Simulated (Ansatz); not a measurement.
```yaml
crystal:
  periodic: [false, false, false]
  atoms:
    - {symbol: As, position_ang: [-0.480825, 2.149960, 1.705661]}
    - {symbol: As, position_ang: [0.242581, -2.875107, -1.232241]}
    - {symbol: As, position_ang: [-1.204199, 0.679255, -0.085602]}
    - {symbol: As, position_ang: [0.963659, -0.595134, -0.796311]}
    - {symbol: As, position_ang: [-0.690760, 3.032068, -0.416081]}
    - {symbol: As, position_ang: [1.169554, -2.391032, 0.824574]}
basis:
  gaussian: {orbitals: def2-TZVP, initial_orbitals: start.molden}
total_charge: 1
magnetization: {spin_polarized: true, initial_magnetization: 1}
hamiltonian: {xc: pbe0, dispersion: d4}
scf: {omitted_lower_state_checks: [starts]}
output: {orbitals: {seedname: orbitals}}
```

The file start.molden holds the orbitals of an earlier run on this structure, at another level or in another basis.

```sh
$ ansatz run in.yaml --threads 4 --pin off --events-out ev --progress --plain --max-ram 4787MiB
```

Task: Does this run fit into the memory that it is given?

Result: No. It has 288 basis functions, and Ansatz plans for 5.41 GiB where 4.67 GiB are given.
